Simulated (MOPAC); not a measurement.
MOPAC input (PM3):

```
PM3 FORCE THERMO(298,298) PRECISE LET UHF MS=0.5 GEO-OK AUX(PRECISION=9) THREADS=1
C4H2BrSe

Br    1.94676833 1   -0.45724768 1    0.26890437 1
C     0.13987728 1   -0.46939493 1    0.01929960 1
C    -0.70893786 1   -1.48215068 1   -0.09800606 1
C    -2.09847386 1   -1.33571235 1   -0.28994945 1
C    -2.45544396 1   -0.02372130 1   -0.33919625 1
Se   -0.92104383 1    1.10271858 1   -0.12717819 1
H    -2.77219468 1   -2.18950470 1   -0.38305967 1
H    -3.43790941 1    0.41154556 1   -0.47489254 1
```

From the output:

```
     H    8   0.044014   5.569123

          HEAT OF FORMATION =      89.338465 KCALS/MOLE

          ZERO POINT ENERGY      26.673 KCAL/MOL

           NORMAL COORDINATE ANALYSIS (Total motion = 1 Angstrom)

   Root No.       1         2         3         4         5         6         7         8

                 1 A'      1 A"      2 A'      2 A"      3 A'      3 A"      4 A'      4 A"

                 110.3     134.0     281.9     335.5     480.2     491.1     566.8     728.1

           1   -0.0635   -0.0000    0.0926    0.0000    0.0297   -0.0000   -0.0095   -0.0000
           2    0.0840    0.0000    0.0092   -0.0000    0.0043    0.0000   -0.0005    0.0000
           3   -0.0000    0.0314    0.0000   -0.0057    0.0000    0.0017   -0.0000    0.0002
           4   -0.0452    0.0000    0.0082   -0.0000   -0.0611    0.0000    0.0301    0.0000
           5   -0.1378   -0.0000   -0.0757    0.0000   -0.1721   -0.0000   -0.1025   -0.0000
           6    0.0000   -0.1606    0.0000    0.1780    0.0000   -0.1466    0.0000   -0.0134
           7   -0.1032    0.0000   -0.1192    0.0000   -0.0815   -0.0000    0.0619   -0.0000
           8   -0.0844   -0.0000    0.0333   -0.0000   -0.1656    0.0000   -0.1272    0.0000
           9    0.0000   -0.1526   -0.0000   -0.0168    0.0000    0.1945    0.0000    0.0429
          10   -0.0939   -0.0000   -0.1246    0.0000   -0.0806    0.0000    0.0885    0.0000
          11    0.0343    0.0000    0.0979   -0.0000   -0.1304   -0.0000    0.0964   -0.0000
          12   -0.0000    0.0334   -0.0000   -0.1028    0.0000   -0.0947    0.0000   -0.0524
          13    0.0089   -0.0000   -0.0959   -0.0000    0.0210   -0.0000    0.1570    0.0000
          14    0.0625    0.0000    0.1003    0.0000   -0.0960    0.0000    0.1172   -0.0000
          15   -0.0000    0.1770   -0.0000    0.1207    0.0000    0.0672    0.0000   -0.0642
          16    0.1013    0.0000   -0.0404    0.0000    0.0023   -0.0000   -0.0428   -0.0000
          17   -0.0688   -0.0000   -0.0363   -0.0000    0.0838    0.0000   -0.0007    0.0000
          18    0.0000   -0.0215   -0.0000   -0.0213   -0.0000    0.0014   -0.0000    0.0025
          19   -0.1641   -0.0000   -0.1493    0.0000   -0.1467    0.0000   -0.0493   -0.0000
          20    0.0909    0.0000    0.1174   -0.0000   -0.0798   -0.0000    0.2101    0.0000
          21   -0.0000    0.0723   -0.0000   -0.2842    0.0000   -0.4871   -0.0000    0.2765
          22    0.0422   -0.0000   -0.0758   -0.0000    0.0197   -0.0000    0.1352   -0.0000
          23    0.1369    0.0000    0.1471    0.0000   -0.0985    0.0000    0.0794    0.0000
          24   -0.0000    0.3512   -0.0000    0.2705    0.0000    0.0070    0.0000    0.5479

   Root No.       9        10        11        12        13        14        15        16

                 5 A'      6 A'      5 A"      7 A'      8 A'      9 A'     10 A'     11 A'

                 752.3     854.2     913.8    1032.8    1095.6    1392.1    1509.6    1704.8

           1    0.0103   -0.0250    0.0000    0.0005    0.0034    0.0038    0.0011    0.0035
           2    0.0003    0.0008   -0.0000    0.0000    0.0001    0.0003   -0.0002   -0.0005
           3   -0.0000   -0.0000   -0.0002    0.0000   -0.0000   -0.0000   -0.0000    0.0000
           4   -0.0702    0.2467    0.0000   -0.0108   -0.0523   -0.0986   -0.0585   -0.1932
           5    0.0941   -0.1583   -0.0000   -0.0021   -0.0171   -0.0778   -0.0364   -0.1680
           6   -0.0000    0.0000   -0.0036   -0.0000   -0.0000   -0.0000   -0.0000   -0.0000
           7   -0.0557   -0.0437   -0.0000    0.0174   -0.0572   -0.1128    0.0918    0.2496
           8    0.0478    0.1827    0.0000   -0.0291    0.0149    0.1010    0.0284    0.1681
           9   -0.0000   -0.0000    0.0259   -0.0000   -0.0000   -0.0000    0.0000    0.0000
          10   -0.0728   -0.0514    0.0000    0.0010    0.0106    0.1890   -0.1325   -0.0479
          11   -0.0756   -0.0516   -0.0000   -0.0057    0.0186    0.0233    0.2372   -0.0960
          12   -0.0000   -0.0000   -0.1065   -0.0000    0.0000    0.0000   -0.0000    0.0000
          13    0.1781    0.0736   -0.0000   -0.0354    0.0478   -0.0079    0.0656   -0.0186
          14    0.0012   -0.0293    0.0000   -0.0041    0.0435   -0.0815   -0.2276    0.1082
          15    0.0000    0.0000    0.0714   -0.0000    0.0000    0.0000    0.0000   -0.0000
          16   -0.0080   -0.0116    0.0000   -0.0022   -0.0003    0.0003    0.0001    0.0007
          17   -0.0131    0.0087   -0.0000    0.0019   -0.0021   -0.0001    0.0005   -0.0009
          18    0.0000   -0.0000   -0.0004    0.0000   -0.0000    0.0000    0.0000   -0.0000
          19   -0.1929    0.0819   -0.0000    0.2510    0.4387   -0.0668    0.1431   -0.1247
          20    0.0247   -0.1578    0.0000   -0.2091   -0.3250    0.2520    0.0370   -0.0548
          21   -0.0000    0.0000    0.4955    0.0000    0.0000   -0.0000    0.0000   -0.0000
          22    0.2531    0.1244    0.0000    0.2071   -0.0748    0.1067    0.1573   -0.0843
          23    0.1720    0.0832   -0.0000    0.5455   -0.2368    0.1523   -0.0811    0.0116
          24    0.0000    0.0000   -0.2966   -0.0000    0.0000   -0.0000    0.0000   -0.0000

   Root No.      17        18

                12 A'     13 A'

                3101.7    3173.5

           1   -0.0000    0.0000
           2    0.0000   -0.0000
           3   -0.0000    0.0000
           4    0.0007    0.0000
           5    0.0002   -0.0005
           6    0.0000    0.0000
           7    0.0023    0.0024
           8   -0.0008   -0.0004
           9    0.0000    0.0000
          10   -0.0462   -0.0044
          11   -0.0576   -0.0089
          12    0.0000   -0.0000
          13    0.0046   -0.0653
          14    0.0003    0.0334
          15    0.0000   -0.0000
          16    0.0001   -0.0002
          17    0.0001   -0.0000
          18    0.0000   -0.0000
          19    0.5278    0.0455
          20    0.6511    0.0586
          21   -0.0000   -0.0000
          22   -0.0740    0.7677
          23    0.0310   -0.3398
          24   -0.0000    0.0000

           MASS-WEIGHTED COORDINATE ANALYSIS (NORMAL COORDINATES)

   Root No.       1         2         3         4         5         6         7         8

                 1 A'      1 A"      2 A'      2 A"      3 A'      3 A"      4 A'      4 A"

                 110.3     134.0     281.9     335.5     480.2     491.1     566.8     728.1

           1   -0.3415   -0.0000    0.6211    0.0000    0.1940   -0.0000   -0.0752   -0.0000
           2    0.4518    0.0000    0.0615   -0.0000    0.0279    0.0000   -0.0041    0.0000
           3   -0.0000    0.2537    0.0000   -0.0540    0.0000    0.0140   -0.0000    0.0024
           4   -0.0944    0.0000    0.0214   -0.0000   -0.1546    0.0000    0.0927    0.0000
           5   -0.2874   -0.0000   -0.1970    0.0000   -0.4358   -0.0000   -0.3156   -0.0000
           6    0.0000   -0.5031    0.0000    0.6578    0.0000   -0.4813    0.0000   -0.0666
           7   -0.2154    0.0000   -0.3100    0.0000   -0.2064   -0.0000    0.1905   -0.0000
           8   -0.1760   -0.0000    0.0866   -0.0000   -0.4195    0.0000   -0.3913    0.0000
           9    0.0000   -0.4780   -0.0000   -0.0622    0.0000    0.6386    0.0000    0.2132
          10   -0.1960   -0.0000   -0.3242    0.0000   -0.2041    0.0000    0.2724    0.0000
          11    0.0716    0.0000    0.2547   -0.0000   -0.3303   -0.0000    0.2966   -0.0000
          12   -0.0000    0.1045   -0.0000   -0.3798    0.0000   -0.3110    0.0000   -0.2600
          13    0.0185   -0.0000   -0.2494   -0.0000    0.0533   -0.0000    0.4832    0.0000
          14    0.1303    0.0000    0.2609    0.0000   -0.2430    0.0000    0.3608   -0.0000
          15   -0.0000    0.5544   -0.0000    0.4461    0.0000    0.2206    0.0000   -0.3189
          16    0.5419    0.0000   -0.2693    0.0000    0.0151   -0.0000   -0.3381   -0.0000
          17   -0.3681   -0.0000   -0.2424   -0.0000    0.5439    0.0000   -0.0057    0.0000
          18    0.0000   -0.1730   -0.0000   -0.2021   -0.0000    0.0114   -0.0000    0.0322
          19   -0.0992   -0.0000   -0.1125    0.0000   -0.1076    0.0000   -0.0439   -0.0000
          20    0.0549    0.0000    0.0885   -0.0000   -0.0586   -0.0000    0.1873    0.0000
          21   -0.0000    0.0656   -0.0000   -0.3043    0.0000   -0.4633   -0.0000    0.3979
          22    0.0255   -0.0000   -0.0571   -0.0000    0.0144   -0.0000    0.1205   -0.0000
          23    0.0827    0.0000    0.1109    0.0000   -0.0722    0.0000    0.0708    0.0000
          24   -0.0000    0.3187   -0.0000    0.2896    0.0000    0.0066    0.0000    0.7883

   Root No.       9        10        11        12        13        14        15        16

                 5 A'      6 A'      5 A"      7 A'      8 A'      9 A'     10 A'     11 A'

                 752.3     854.2     913.8    1032.8    1095.6    1392.1    1509.6    1704.8

           1    0.0965   -0.1704    0.0000    0.0070    0.0431    0.0322    0.0074    0.0209
           2    0.0031    0.0056   -0.0000    0.0004    0.0015    0.0027   -0.0011   -0.0028
           3   -0.0000   -0.0000   -0.0020    0.0000   -0.0000   -0.0000   -0.0000    0.0000
           4   -0.2561    0.6527    0.0000   -0.0538   -0.2567   -0.3279   -0.1518   -0.4529
           5    0.3432   -0.4189   -0.0000   -0.0106   -0.0838   -0.2589   -0.0946   -0.3938
           6   -0.0000    0.0000   -0.0169   -0.0000   -0.0000   -0.0000   -0.0000   -0.0000
           7   -0.2032   -0.1156   -0.0000    0.0869   -0.2810   -0.3751    0.2383    0.5852
           8    0.1742    0.4833    0.0000   -0.1453    0.0732    0.3359    0.0738    0.3942
           9   -0.0000   -0.0000    0.1218   -0.0000   -0.0000   -0.0000    0.0000    0.0000
          10   -0.2655   -0.1359    0.0000    0.0051    0.0520    0.6288   -0.3439   -0.1124
```
